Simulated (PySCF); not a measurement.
Ge(Et)(OH)3 (C2H8GeO3), SMILES C[CH2][Ge]([OH])([OH])[OH].

The structure is a stationary point at PBE-D3(BJ)/def2-SVP. The values are those of a single conformer.

Method: PBE-D3(BJ)/def2-SVP in PySCF 2.14.0.

Frequencies are harmonic and unscaled.

Computed harmonic wavenumbers and intensities:
| mode | ν (cm⁻¹) | IR (km/mol) | moving atoms (share of kinetic energy) |
|---|---|---|---|
| 1 | 27 | 3.0 | C 34 %, H 32 %, O 31 % |
| 2 | 62 | 12.3 | H 85 %, O 10 % |
| 3 | 113 | 2.0 | O 46 %, C 27 %, H 19 %, Ge 8 % |
| 4 | 145 | 9.1 | H 50 %, O 35 %, C 10 % |
| 5 | 198 | 0.5 | O 51 %, H 39 %, Ge 9 % |
| 6 | 226 | 11.3 | H 50 %, O 39 % |
| 7 | 238 | 178.4 | H 62 %, O 29 %, C 8 % |
| 8 | 247 | 7.4 | O 66 %, Ge 17 %, H 13 % |
| 9 | 256 | 7.6 | H 69 %, C 14 %, O 9 %, Ge 8 % |
| 10 | 302 | 32.4 | C 38 %, Ge 26 %, O 21 %, H 16 % |
| 11 | 338 | 114.3 | H 73 %, O 26 % |
| 12 | 563 | 8.3 | C 60 %, H 22 %, O 10 %, Ge 8 % |
| 13 | 668 | 79.4 | O 82 %, Ge 13 % |
| 14 | 676 | 0.7 | H 70 %, C 16 %, O 13 % |
| 15 | 693 | 99.4 | O 73 %, Ge 24 % |
| 16 | 695 | 137.3 | O 67 %, Ge 20 %, H 11 % |
| 17 | 857 | 43.5 | H 92 % |
| 18 | 881 | 52.9 | H 90 % |
| 19 | 904 | 140.5 | H 90 %, O 9 % |
| 20 | 937 | 0.8 | H 87 %, C 11 % |
| 21 | 946 | 8.3 | H 79 %, C 20 % |
| 22 | 1031 | 12.2 | C 70 %, H 29 % |
| 23 | 1197 | 1.2 | H 76 %, C 23 % |
| 24 | 1198 | 0.2 | H 63 %, C 36 % |
| 25 | 1346 | 1.3 | H 82 %, C 18 % |
| 26 | 1384 | 3.7 | H 91 %, C 9 % |
| 27 | 1419 | 7.6 | H 97 % |
| 28 | 1428 | 5.6 | H 96 % |
| 29 | 2971 | 27.4 | H 97 % |
| 30 | 2989 | 9.5 | H 95 % |
| 31 | 3039 | 1.2 | H 91 %, C 9 % |
| 32 | 3057 | 14.7 | H 91 %, C 9 % |
| 33 | 3066 | 14.7 | H 91 %, C 9 % |
| 34 | 3716 | 51.0 | H 94 % |
| 35 | 3735 | 40.2 | H 94 % |
| 36 | 3736 | 62.9 | H 94 % |
